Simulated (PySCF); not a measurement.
Ligand exchange on a metal centre used in film growth or etching (Sc F-OH). Isolated molecules, 0 K electronic values unless said otherwise. One relaxed conformer stands for each flexible species; it need not be the lowest.

All values below come from PBE-D3(BJ)/def2-TZVP // BP86-D3(BJ)/def2-SVP in PySCF. 

```tsv
species	HOMO–LUMO gap (eV)	mean distance from the central atom to its bonded neighbours (Å)
0 of 3 F replaced by OH ([Sc(F)3])	5.70	1.832
1 of 3 F replaced by OH	4.49	1.844
2 of 3 F replaced by OH	4.47	1.856
```
